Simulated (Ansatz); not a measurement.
[Se4]2+ (Se4²⁺). Charge 2, multiplicity 1. Geometry r2SCAN-D4/def2-SVP.

```xyz
4

Se   -1.210   -1.114   -0.032
Se    0.351   -0.427    1.553
Se    1.210    1.114    0.032
Se   -0.351    0.427   -1.553
```

The 6-31G sets use Cartesian d functions. B3LYP takes the VWN-RPA correlation. The restricted singlet is unstable towards broken spin symmetry at other levels; at PBE-D4/def2-TZVP, r2SCAN-D4/def2-TZVP, r2SCANh-D4/def2-TZVP, B3LYP-D4/6-31G and others this wasn't settled.

Task: Estimate the orbital energies around the gap (eV) in Ansatz with PBE-D4/def2-TZVP, r2SCAN-D4/def2-TZVP, r2SCANh-D4/def2-TZVP, B3LYP-D4/6-31G, CAM-B3LYP-D4/def2-TZVP.

Result: 
```
orbital  PBE-D4/def2-TZVP  r2SCAN-D4/def2-TZVP  r2SCANh-D4/def2-TZVP  B3LYP-D4/6-31G  CAM-B3LYP-D4/def2-TZVP
HOMO−13            -66.54               -67.71                -69.52          -69.34                  -72.52
HOMO−12            -66.54               -67.71                -69.52          -69.33                  -72.51
HOMO−11            -66.52               -67.69                -69.50          -69.33                  -72.50
HOMO−10            -32.21               -33.09                -33.91          -35.69                  -36.36
 HOMO−9            -29.20               -29.92                -30.64          -31.95                  -32.97
 HOMO−8            -29.19               -29.92                -30.63          -31.94                  -32.96
 HOMO−7            -25.77               -26.29                -26.89          -27.59                  -29.01
 HOMO−6            -21.93               -22.40                -22.84          -23.60                  -24.38
 HOMO−5            -20.99               -21.39                -21.83          -22.06                  -23.42
 HOMO−4            -19.92               -20.36                -20.84          -21.51                  -22.70
 HOMO−3            -19.22               -19.56                -19.94          -20.42                  -21.43
 HOMO−2            -19.20               -19.54                -19.92          -20.40                  -21.41
 HOMO−1            -17.66               -17.98                -18.34          -18.95                  -19.77
   HOMO            -17.66               -17.97                -18.33          -18.94                  -19.77
   LUMO            -15.44               -15.60                -15.42          -15.66                  -14.21
 LUMO+1            -14.92               -14.90                -14.58          -14.90                  -13.01
 LUMO+2            -14.90               -14.88                -14.57          -14.88                  -13.00
 LUMO+3            -12.86               -12.78                -12.42          -12.52                  -10.76
 LUMO+4            -12.27               -12.06                -11.70          -12.48                  -10.23
 LUMO+5             -8.27                -7.84                 -7.55           -5.64                   -6.03
```
